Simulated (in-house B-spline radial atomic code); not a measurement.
**RPA and G0W0 on TPSS: Mg+**

Configuration [Ne] 3s1, highest spin, mean-field start TPSS. Computed with an all-electron radial atomic-structure program (B-spline basis): all electrons, non-relativistic, point nucleus, each spin shell either full or empty, empty states to l = 9 with an (l + 1/2)⁻⁴ tail; G0W0 by contour deformation at full frequency.

RPA overbinds a lone outer s electron by self-correlation, and G0W0 tends to as well.

Command:
```bash
python run_gw.py task.json out
```
Settings (radii: box in bohr, nucleus in fm):
```
Z                        12
electrons                11
configuration            [Ne] 3s1
hamiltonian              nr
method                   tpss,tpss
lmax                     9
spin_polarised           True
box_radius               23.78
intervals                49
ion_configuration        [He] 2s2 2p6
```

Time taken, with all properties: 2.6 s on 1 thread of Arm Neoverse N1, with other jobs on the host.

Energies (hartree):

```
                                     term       value
                         mean-field total  -199.81531
Hartree-Fock functional on these orbitals  -199.36580
                      direct second order    -0.73445
                    second-order exchange       0.274
                         SOSEX correction     0.24444
```

What is the RPA correlation energy, and what remains with SOSEX?

RPA gives -0.63479 hartree (-1.57 eV per electron); RPA + SOSEX gives -0.39035, and the second-order doubles -0.46046 hartree (no singles). RPA lacks exchange-type terms and so overcorrelates at short range.

Quasi-particle levels (eV):

```csv
level,occupied,mean field,Σx - vxc,Σc,QP weight,G0W0
3s up,yes,-11.847,-2.92,?,?,?
3s down,no,-9.800,4.04,-1.87,0.874,-7.627
```

G0W0 = mean field + (Σx - vxc) + Σc, with Σc (partial-wave tail included) taken at the quasi-particle energy. Only the outer levels were computed. Levels of low weight are left out.

Where does G0W0 put 3s up?

At -15.559 eV, with Σc = -0.79 eV and a quasi-particle weight of 0.913. The tabulated removal energy is 15.035 eV (NIST, measured); the calculation leaves out relativity, Breit and QED terms, and what these don't explain is the method's own error.

What does it cost to remove one electron (to [He] 2s2 2p6) by differences of total energies, each species on its own start (correlation terms add to the Hartree-Fock functional)?

TPSS 15.081 eV, Hartree-Fock functional 14.697 eV, + RPA 15.596 eV, + RPA + SOSEX 14.969 eV, + second order 15.079 eV. Tabulated: 15.035 eV (NIST, measured); the calculation leaves out relativity, Breit and QED terms, and what these don't explain is the method's own error.
